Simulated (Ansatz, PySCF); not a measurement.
Gas-phase reaction in SMILES: ClC(Cl)(Br)Br [dibromo(dichloro)methane] + 4 [H][H] (H2) → 2 Br (HBr) + C (CH4) + 2 Cl (HCl)
Each molecule is optimised on its own at B3LYP-D3(BJ)/def2-TZVP (Ansatz, a quantum-chemistry and plane-wave program). Frequencies are from Ansatz or PySCF.

Wanted: energy of full hydrogenation (enthalpy at 298 K, with B3LYP-D3(BJ) rigid-rotor harmonic-oscillator terms), in kcal/mol. Correlated levels leave the core frozen unless marked. No spin-orbit coupling. Frozen are the shells of the preceding noble gas and the d and f shells that filled before the atom's block. Non-relativistic. Basis-set limits of correlation are two-point, X^-3; Hartree-Fock from the larger set. [CCSD(T)-MP2]/basis is that difference in the basis named.

From measured enthalpies of formation at 298 K: -79.8 kcal/mol (ClC(Cl)(Br)Br 0.8, ATcT 1.112; [H][H] (H2) 0.0, ATcT 1.112; Br (HBr) -8.6, ATcT 1.112; C (CH4) -17.8, ATcT 1.112; Cl (HCl) -22.0, ATcT 1.112). It holds spin-orbit effects, which the calculations lack, and core correlation, which the frozen-core levels lack.

```json
[
 {"level": "HF/def2-SVPD", "program": "Ansatz", "energy of full hydrogenation (kcal/mol)": "-124.0", "error against measurement": "-44.2"},
 {"level": "BLYP/def2-TZVPD", "program": "Ansatz", "energy of full hydrogenation (kcal/mol)": "-83.8", "error against measurement": "-4.0"},
 {"level": "LC-wPBE-D3(BJ)/def2-TZVPD", "program": "Ansatz + dftd3", "energy of full hydrogenation (kcal/mol)": "-88.4", "error against measurement": "-8.6"},
 {"level": "RI-MP2/CBS(def2-TZVPPD,def2-QZVPPD)", "program": "Ansatz", "energy of full hydrogenation (kcal/mol)": "-76.5", "error against measurement": "3.3"},
 {"level": "RI-MP2/CBS(def2-TZVPP,def2-QZVPP)+[CCSD(T)-MP2]/def2-SVP", "program": "Ansatz", "energy of full hydrogenation (kcal/mol)": "-81.3", "error against measurement": "-1.5"},
 {"level": "RI-MP2/CBS(def2-TZVPPD,def2-QZVPPD)+[CCSD(T)-MP2]/def2-TZVPPD", "program": "Ansatz", "energy of full hydrogenation (kcal/mol)": "-83.6", "error against measurement": "-3.8"},
 {"level": "CCSD(T)/CBS(def2-TZVPPD,def2-QZVPPD)", "program": "Ansatz", "energy of full hydrogenation (kcal/mol)": "-84.3", "error against measurement": "-4.5"}
]
```

Nearest to the measured value here: RI-MP2/CBS(def2-TZVPP,def2-QZVPP)+[CCSD(T)-MP2]/def2-SVP; farthest: HF/def2-SVPD.
